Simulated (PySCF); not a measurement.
Polarisability and C₆ of Fe+ (iron, charge +1)

[Ar] 3d6 4s1, high-spin 6D determinant. All numbers are calculated (PySCF 2.14, scalar relativity by spin-free X2C-1e, in aug-cc-pVQZ-DK). Coupled (time-dependent) response in atomic units; α is the mean over directions.

```json
{"method": "UHF", "mean α (bohr³)": "34.70", "α xx, yy, zz": "33.47, 33.47, 37.15", "C₆ (like pair)": "181.0", "S(−4)": "1124"}
```

S(−4) is the Cauchy moment in α(ω) = α(0) + S(−4) ω² + …

α(iu) at UHF:

| u (hartree) | α(iu) (bohr³) |
| --- | --- |
| 0 | 34.70 |
| 0.0500 | 32.13 |
| 0.100 | 26.46 |
| 0.200 | 16.29 |
| 0.300 | 10.70 |
| 0.500 | 5.947 |
| 0.750 | 3.752 |
| 1.00 | 2.734 |
| 1.50 | 1.755 |
| 2.00 | 1.264 |
| 3.00 | 0.7640 |
| 5.00 | 0.3734 |

A single London oscillator, α(iu) = α/(1 + u²/ω²), gives C₆ = (3/4) ω α². Matching the computed C₆ needs ω = 4 × 181.0 / (3 × 34.70²) = 0.200 hartree.

For an ion, C₆ is the dispersion term alone; charge-induced terms of lower order in 1/R come first.

The components differ because the open shell of this determinant is not spherical; for a pure term their mean is the scalar polarisability.
